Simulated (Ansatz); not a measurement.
Born–Oppenheimer molecular dynamics of FGeH3O (6 atoms, charge 0, multiplicity 1). It starts at the highest image of a converged band. Of that band: Neighbouring images differ by up to 1.2 eV, so the band resolves the path poorly. A vibrational analysis at the climbing image gives one clearly imaginary mode, 1199i cm⁻¹: a first-order saddle point.

Method: RKS PBE-D4/def2-SVP (Ansatz).

- ensemble: NVE (velocity Verlet)
- time step: 0.5 fs
- steps asked: 200
- starting velocities drawn for: 300 K
- seed: 4678

First frame:

```xyz
6
Properties=species:S:1:pos:R:3
Ge 0.190 -0.026 -0.332
O 0.724 0.208 1.595
H 0.644 -0.635 2.092
H 1.615 0.030 0.462
F -0.774 1.427 -0.606
H -0.887 -1.179 -0.327
```

How far do the bonds stretch over the last three quarters of this one trajectory? (Pairs bonded in most of those frames.)


| bond | mean (Å) | spread (Å) | shortest | longest |
| --- | --- | --- | --- | --- |
| Ge1–F5 | 1.787 | 0.023 | 1.76 | 1.83 |
| Ge1–H6 | 1.665 | 0.039 | 1.59 | 1.74 |
| O2–H3 | 0.989 | 0.028 | 0.93 | 1.06 |
| O2–H4 | 1.005 | 0.072 | 0.89 | 1.13 |

Mean temperature of the second half: 1548 K. The conserved energy stayed within 0.93 meV per atom of its start (net change -0.0025 meV per atom), so the integration is sound. The kinetic energy rose, since the run started high on the potential surface and went downhill. It ends in pieces (FGeH + H2O), so much of that is their flight and rotation, not heat. A run of 0.1 ps of so small a system gives no equilibrium averages. The orbitals stay closed-shell, which can raise the energy where a bond breaks towards radicals; this wasn't checked here.

Time of the run: 2.4 min on 2 threads of Arm Neoverse V2, with other jobs on the host, peak memory 0.14 GiB.
